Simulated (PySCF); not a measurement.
# Working out the ionisation energy of Pb⁺

Pb⁺ [Xe] 4f14 5d10 6s2 6p1 (2P) → Pb²⁺ [Xe] 4f14 5d10 6s2 (1S). All numbers are calculated (PySCF 2.14, scalar relativity through the core potential, in aug-cc-pVTZ-PP with ECP60MDF). Frozen: 5s2 5p6 5d10. Energies in hartree (1 hartree = 27.21139 eV):

| part | Pb⁺ (lower) | Pb²⁺ (upper) |
| --- | --- | --- |
| UHF | -191.594417 | -191.109338 |
| CCSD correlation | -0.035840 | -0.027097 |
| (T) | -0.000418 | 0.000000 |

Question: What does Hartree-Fock give?

Answer: (-191.109338) − (-191.594417) = 0.485079 hartree = 13.200 eV.

Question: What do CCSD and CCSD(T) give?

Answer: The CCSD correlation energies differ by 0.008743 hartree = 0.238 eV and the triples by 0.000418 hartree = 0.011 eV, so CCSD gives 13.438 eV and CCSD(T) 13.449 eV.

Measured between the centres of the two terms (NIST): 13.869 eV, so CCSD(T) (valence) is off by -0.420 eV.

What remains against the reference includes basis incompleteness, the frozen core and higher excitations.
